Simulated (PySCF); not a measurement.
Compound: C₄H₉BN₂.
Bonds: C1–C2 (triple), C2–B3, B3–N4, B3–N5, N5–C6, N5–C7. Hydrogens: H8 on C1; H9, H10 on N4; H11, H12, H13 on C6; H14, H15, H16 on C7.

Computed with PySCF, PBE0-D3(BJ)/def2-SVP geometry optimisation, gas phase.

(1) Give the optimised bond lengths and angles.

## Answers

(1) 
```tsv
bond	length (Å)
C1≡C2	1.217
C2–B3	1.553
B3–N4	1.416
B3–N5	1.421
N5–C6, N5–C7	1.438
C1–H8	1.075
N4–H9, N4–H10	1.009
C6–H11, C6–H13, C7–H15	1.107
C6–H12, C7–H14, C7–H16	1.100
```

Bonds in one row agree within 0.01 Å and their mean is given. A selection of angles:
```tsv
angle	degrees
C2–C1–H8	179.6
C1–C2–B3	178.4
C2–B3–N4	117.0
C2–B3–N5	119.5
N4–B3–N5	123.5
B3–N4–H9	125.0
B3–N4–H10	120.9
H9–N4–H10	114.1
B3–N5–C6	123.2
C6–N5–C7	113.5
N5–C6–H11	111.4
N5–C6–H12	110.3
H11–C6–H12	108.2
```

Dihedral angles: C2–B3–N5–C6 -4° (synperiplanar). The mirror-image conformer, all signs reversed, is as good.

B3 (three-coordinate boron) is planar (angles 123.5°, 119.5° and 117.0°, sum 360.0°, 0.00 Å off the plane of its three neighbours). Of the pairs four or more bonds apart, C2···H12 is among the closest relative to their van der Waals radii: 2.44 Å, 84 % of the sum of Bondi's values. N5 (boron-bound nitrogen) is planar (angles 123.3°, 123.2° and 113.5°, sum 360.0°, 0.01 Å off the plane of its three neighbours). N4 (boron-bound nitrogen) is planar (angles 125.0°, 120.9° and 114.1°, sum 359.9°, 0.02 Å off the plane of its three neighbours).

Point group: near Cs, missed by 0.40 Å at most; the miss may be what the optimiser left on a soft mode. No PBE0-D3(BJ)/def2-SVP frequencies stand behind this structure, so it isn't proved a minimum.

Hardware: one thread, AMD EPYC 9R45 (x86_64), on a shared host. Cost: 46 s of wall time, 0.67 GiB resident at most. This is the geometry optimisation.
